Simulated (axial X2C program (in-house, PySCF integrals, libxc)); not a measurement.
# CaCl⁻: from Re and ωe to a spectrum

A bond curve at the CCSD(T) level, 2c, was computed with an in-house relativistic program for diatomic molecules (basis Ca dyall-acv3z [12s13p7d5f], Cl dyall-av3z [9s8p3d2f] (cores contracted in-house)) for the state Ω = 0 (closed shell). Its fit gives Re = 2.6101 Å, ωe = 279.1 cm⁻¹, ωexe = 1.6 cm⁻¹ and αe = 9.663e-04 cm⁻¹; the masses are 39.9626 and 34.9689 u. Two-component means X2C with spin–orbit coupling and atomic mean-field Coulomb and Gaunt terms.

Correlated methods: 10 electrons correlated (number of frozen shells: Ca 3 s, 2 p; Cl 2 s, 1 p), 280 virtual spin orbitals or spinors in MP2, 90 natural virtuals in coupled cluster.

**Question.** Find the reduced mass, Be and the force constant.

**Answer.** From the CCSD(T) values: μ = 18.6497 u. Be = 16.8576/(μ Re²) = 0.1327 cm⁻¹. k = 5.8918×10⁻⁷ μ ωe² = 0.856 mdyn/Å.

**Question.** Estimate the centrifugal constant by the Kratzer relation.

**Answer.** D = 4Be³/ωe² = 1.20e-07 cm⁻¹.

**Question.** Estimate De from a Morse curve and compare with the computed well depth of 1.875 eV to Ca + Cl-.

**Answer.** De(Morse) = ωe²/(4ωexe) = 1.509 eV against 1.875 eV computed, a ratio of 0.80. The extrapolation falls short: long-range attraction (ionic or ion–induced dipole) or a change of character along the curve can cause this.

**Question.** A Morse curve ties αe to the other constants (Pekeris). How well does that hold?

**Answer.** αe(Morse) = 6Be²/ωe × (√(ωexe/Be) − 1) = 9.358e-04 cm⁻¹; the CCSD(T) curve gives 9.663e-04 cm⁻¹, a ratio of 0.97.

**Question.** Where do the fundamental and the first overtone lie?

**Answer.** ν(1←0) = ωe − 2ωexe = 275.9 cm⁻¹; ν(2←0) = 2ωe − 6ωexe = 548.6 cm⁻¹.

The state is one determinant whose occupation by symmetry is held fixed; it was picked as the lowest of a PBE0 search that is not exhaustive. De is counted from the lowest determinant-based energies of the atoms at the same level, without counterpoise correction. CCSD and (T) use frozen natural virtuals with an MP2 correction for the truncation; (T) itself is uncorrected, so its De runs slightly low. The outer-core s and p shells of the metal are frozen in the correlated rows, which leaves out core–valence correlation; for alkali and alkaline-earth bonds that tends to lengthen them.
